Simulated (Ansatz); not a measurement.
Relaxation of C₂H₉ClOSi₂ (15 atoms, charge 0, multiplicity 1), to a largest force component of 0.02 eV/Å in at most 40 steps.

Computed with Ansatz, RKS PBE/def2-SVP.

```xyz
15
Properties=species:S:1:pos:R:3:forces:R:3
Si 0.000 0.000 0.000 0.36 0.07 -0.38
O 0.000 0.000 1.680 0.14 -0.08 -0.11
Si -1.315 -0.407 2.644 0.62 0.26 0.02
H -2.239 -1.240 1.880 -0.63 -0.46 -0.31
H -0.851 -1.143 3.816 0.27 -0.39 0.62
H -1.999 0.809 3.073 -0.42 0.68 0.25
Cl 2.009 0.000 -0.709 -0.57 0.03 0.37
C -0.881 1.526 -0.623 0.23 0.23 0.03
H -1.933 1.272 -0.867 0.04 0.10 0.02
H -0.862 2.311 0.162 -0.02 0.08 -0.16
H -0.370 1.903 -1.534 -0.16 0.09 0.03
C -0.881 -1.526 -0.623 0.28 -0.30 -0.17
H -1.380 -2.038 0.226 0.00 -0.09 -0.25
H -1.641 -1.233 -1.377 0.04 -0.15 0.03
H -0.145 -2.215 -1.088 -0.18 -0.07 0.00
```

Q: Where does it end, and by what steps?

A: It converged. The force dipped under the threshold on the way, but the program's further checks kept it going. After 37 steps the energy has fallen by 0.415 eV; H13 moved furthest, 1.64 Å.

```tsv
step	energy less start (eV)	largest force component (eV/Å)	accepted
0	0.0000	0.684	yes
2	-0.2216	0.444	yes
4	-0.3014	0.296	yes
6	-0.3299	0.611	yes
8	-0.3443	0.342	no
10	-0.3602	0.025	yes
12	-0.3588	0.299	no
14	-0.3620	0.059	yes
16	-0.3627	0.076	yes
18	-0.3636	0.294	no
20	-0.3690	0.084	yes
22	-0.3640	0.293	no
24	-0.3838	0.066	yes
26	-0.3953	0.148	yes
28	-0.4103	0.065	yes
30	-0.4124	0.067	yes
32	-0.4135	0.052	yes
34	-0.4142	0.043	yes
36	-0.4148	0.052	yes
37	-0.4153	0.003	yes
```

```xyz
15
Properties=species:S:1:pos:R:3
Si -0.445 0.032 -0.015
O -1.214 0.093 1.469
Si -1.201 -0.525 3.028
H -1.659 -1.960 3.028
H 0.177 -0.448 3.623
H -2.154 0.293 3.850
Cl 1.622 -0.130 0.332
C -0.778 1.641 -0.907
H -1.866 1.767 -1.082
H -0.421 2.501 -0.307
H -0.261 1.663 -1.888
C -0.987 -1.488 -0.967
H -2.082 -1.466 -1.144
H -0.476 -1.538 -1.950
H -0.744 -2.414 -0.409
```

Whether the end is a true minimum wasn't checked by a vibrational analysis.

The run took 75 s on 4 threads of Arm Neoverse V2, with other jobs on the host, peak memory 0.2 GiB.
